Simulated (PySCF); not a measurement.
**Bi (bismuth, neutral) across methods**

[Xe] 4f14 5d10 6s2 6p3, high-spin 4S determinant. All numbers are calculated (PySCF 2.14, a scalar-relativistic core potential, in aug-cc-pVDZ-PP with ECP60MDF (5s4p3d, 32 functions)).

```json
{"method": "PBEsol", "E (hartree)": "-214.4118", "mean ε 6s α (eV)": "-14.968", "mean ε 6s β (eV)": "-13.390", "mean ε 6p α (eV)": "-5.221", "Σ⟨r²⟩ (bohr²)": "67.63", "⟨S²⟩": "3.752"}
{"method": "r2SCAN", "E (hartree)": "-214.7133", "mean ε 6s α (eV)": "-15.579", "mean ε 6s β (eV)": "-13.334", "mean ε 6p α (eV)": "-5.567", "Σ⟨r²⟩ (bohr²)": "67.19", "⟨S²⟩": "3.754"}
{"method": "r2SCAN0", "E (hartree)": "-214.6615", "mean ε 6s α (eV)": "-17.212", "mean ε 6s β (eV)": "-14.282", "mean ε 6p α (eV)": "-6.479", "Σ⟨r²⟩ (bohr²)": "67.06", "⟨S²⟩": "3.754"}
{"method": "B3LYP", "E (hartree)": "-214.6804", "mean ε 6s α (eV)": "-16.240", "mean ε 6s β (eV)": "-14.274", "mean ε 6p α (eV)": "-5.872", "Σ⟨r²⟩ (bohr²)": "67.76", "⟨S²⟩": "3.751"}
{"method": "LDA", "E (hartree)": "-214.3185", "mean ε 6s α (eV)": "-15.132", "mean ε 6s β (eV)": "-13.795", "mean ε 6p α (eV)": "-5.292", "Σ⟨r²⟩ (bohr²)": "67.79", "⟨S²⟩": "3.751"}
{"method": "PBE0", "E (hartree)": "-214.6139", "mean ε 6s α (eV)": "-16.708", "mean ε 6s β (eV)": "-14.219", "mean ε 6p α (eV)": "-6.210", "Σ⟨r²⟩ (bohr²)": "67.39", "⟨S²⟩": "3.752"}
{"method": "PBE", "E (hartree)": "-214.6321", "mean ε 6s α (eV)": "-14.902", "mean ε 6s β (eV)": "-13.325", "mean ε 6p α (eV)": "-5.198", "Σ⟨r²⟩ (bohr²)": "67.83", "⟨S²⟩": "3.751"}
{"method": "wB97X", "E (hartree)": "-214.6294", "mean ε 6s α (eV)": "-19.387", "mean ε 6s β (eV)": "-16.889", "mean ε 6p α (eV)": "-8.046", "Σ⟨r²⟩ (bohr²)": "67.23", "⟨S²⟩": "3.751"}
```

**Question.** Estimate the same row for UHF.

**Answer.** E (hartree) = -213.59127; mean ε 6s α (eV) = -21.230; mean ε 6s β (eV) = -15.746; mean ε 6p α (eV) = -8.685; Σ⟨r²⟩ (bohr²) = 68.02; ⟨S²⟩ = 3.756.

Energies and moments cover only the electrons outside the core potential. Spin-orbit coupling, which splits the p, d and f shells strongly at this Z, is absent. Spin-orbit coupling is strong in this species (close to jj coupling), so the high-spin LS determinant is a model state, not a physical level.
